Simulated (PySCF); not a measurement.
PySCF job for SiOF2, SMILES O=[Si](F)F, PBE/pcSseg-2. Geometry: B3LYP-D3(BJ)/def2-TZVP.

```python
import numpy as np
from pyscf import gto, scf, dft
from pyscf.prop.nmr import rks as nmr

mol = gto.M(
    atom='''
    Si    0.00000000    0.00000000    0.13068052
    O     0.00000000    0.00000000    1.63530360
    F     0.00000000    1.24363285   -0.82844200
    F     0.00000000   -1.24363285   -0.82844200
    ''',
    basis='pcSseg-2',
    charge=0,
    spin=0,
    max_memory=1600,
    verbose=3,
)
mf = dft.RKS(mol, xc='pbe')
mf.grids.level = 3
mf.conv_tol = 1e-10
mf.max_cycle = 100
mf.kernel()
n = nmr.NMR(mf)
n.verbose = 2
n.max_cycle_cphf = 60
sigma = n.kernel()
print('atom   isotropic/ppm   span/ppm')
for i, s in enumerate(sigma):
    w = np.linalg.eigvalsh((s + s.T) / 2)
    print(f'{mol.atom_symbol(i):2s}{i + 1:3d} {w.mean():14.3f} {w[2] - w[0]:11.3f}')
```

Output:

```
converged SCF energy = -564.264840546517
atom   isotropic/ppm   span/ppm
Si  1        386.795     399.957
O   2        191.166     214.415
F   3        302.347     169.529
F   4        302.347     169.529
```

Self-consistency was reached.
